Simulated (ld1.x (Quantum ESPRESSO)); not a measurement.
# Which change was made? (V, TM semilocal)

ld1.x (Quantum ESPRESSO) 7.5 input, shortened:

```
&input
   title='V', zed=23., rel=1, dft='PZ', iswitch=3,
   config='[Ar] 3d3 4s0 4p0'
 /
 &inputp
   pseudotype=1, tm=.true., lloc=2,
   nlcc=.true., new_core_ps=.true.
 /
3
3S  1  0   2.00   0.00  1.20  1.20  0.0
3P  2  1   6.00   0.00  0.95  0.95  0.0
3D  3  2   3.00   0.00  2.05  2.05  0.0
 &test
   configts(1)='3s2 3p6 3d3 4s0 4p0'
 /
```

Cutoffs, loose and tight: the cutoffs (Ry, on a coarse ladder) from which the occupation-weighted sum of valence levels, in a spherical-Bessel basis at the reference potential, stays within 10 and 1 mRy of its value at 400 Ry. They do not see the model core or the augmentation charge, which bear on the density cutoff. Test errors are all-electron minus pseudo excitation energies from the reference, over the configurations 3s2 3p6 3d3 4s2 4p0; 3s2 3p6 3d3 4s1 4p0; 3s2 3p6 3d2 4s0 4p0; 3s2 3p5 3d3 4s2 4p0; 3s2 3p6 3d3.5 4s1.5 4p0; 3s2 3p6 3d4 4s0 4p0; 3s2 3p6 3d4 4s1 4p0 (two spin-polarised tests are not counted in the largest error); variants that change the core or the reference have their own tests.

The base gives: outcome: generated; cutoff, loose: 100 Ry; cutoff, tight: 180 Ry; bound ghosts: none; largest test error (meV): +591.

Q: After one change the result is: outcome: generated; cutoff, loose: 110 Ry; cutoff, tight: 200 Ry; bound ghosts: none; largest test error (meV): +346. Which change was it?
A. all radii but the core radius scaled by about 1.21 (s 1.46, p 1.14, d 2.48 bohr)
B. all radii but the core radius scaled by about 0.84 (s 1.00, p 0.80, d 1.72 bohr)
C. all radii but the core radius scaled by about 1.11 (s 1.34, p 1.06, d 2.28 bohr)
D. all radii but the core radius scaled by about 0.93 (s 1.12, p 0.88, d 1.90 bohr)
E. all radii but the core radius scaled by about 0.75 (s 0.90, p 0.72, d 1.54 bohr)

A: D. The others give: all radii but the core radius scaled by about 1.21 (s 1.46, p 1.14, d 2.48 bohr) → outcome: generated; cutoff, loose: 80 Ry; cutoff, tight: 100 Ry; bound ghosts: none; largest test error (meV): +1968 | all radii but the core radius scaled by about 0.84 (s 1.00, p 0.80, d 1.72 bohr) → outcome: generated; cutoff, loose: 160 Ry; cutoff, tight: over 300 Ry; bound ghosts: none; largest test error (meV): +142 | all radii but the core radius scaled by about 0.75 (s 0.90, p 0.72, d 1.54 bohr) → outcome: generated; cutoff, loose: 300 Ry; cutoff, tight: over 300 Ry; bound ghosts: none; largest test error (meV): +103 | all radii but the core radius scaled by about 1.11 (s 1.34, p 1.06, d 2.28 bohr) → outcome: generated; cutoff, loose: 90 Ry; cutoff, tight: 140 Ry; bound ghosts: none; largest test error (meV): +1134.
